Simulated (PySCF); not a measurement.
Atoms are numbered as in `[CH3:1][CH2:2][Si:3]([CH2:4][CH3:5])([CH2:6][CH3:7])[CH2:8][CH3:9]`. Each H is labelled by its parent atom.

PySCF 2.14.0 with density-fitted response routines calculation with structure optimised with PBE0-D3(BJ)/def2-SVP and PBE0/pcSseg-1 with gauge-including orbitals; rapidly exchanging positions averaged, non-relativistic, isolated molecule, one conformer.

Shifts are taken against calculated references (same method and geometry level): ¹³C (σ = 184.41 ppm) and ¹H (σ = 31.27 ppm) and ²⁹Si (σ = 351.99 ppm) against TMS.

```json
{"atoms": "C1/C5/C7/C9", "nucleus": "¹³C", "count": "4", "Hirshfeld charge": "-0.11", "δ (ppm)": "?"}
{"atoms": "Si3", "nucleus": "²⁹Si", "count": "1", "Hirshfeld charge": "0.39", "δ (ppm)": "?"}
{"atoms": "H(C1)/H(C5)/H(C7)/H(C9)", "nucleus": "¹H", "count": "12", "Hirshfeld charge": "0.04", "δ (ppm)": "0.93"}
{"atoms": "H(C2)/H(C4)/H(C6)/H(C8)", "nucleus": "¹H", "count": "8", "Hirshfeld charge": "0.03", "δ (ppm)": "0.40"}
{"atoms": "C2/C4/C6/C8", "nucleus": "¹³C", "count": "4", "Hirshfeld charge": "-0.16", "δ (ppm)": "2.9"}
```

Fill in the missing shifts.

Answers


- C1/C5/C7/C9: 8.6 ppm, methyl carbon; saturated and bonded to C and H only
- Si3: 8.8 ppm, silicon bonded to 4 C

Shifts are as computed. Against solution values, carbons near 30 ppm lie about +2 ppm off and those near 130 ppm about +5 ppm. Of 1211 compounds with measured shifts, 218 miss one by over three times the rms of a fit or turn the order of signals round; such compounds aren't used in these exercises.
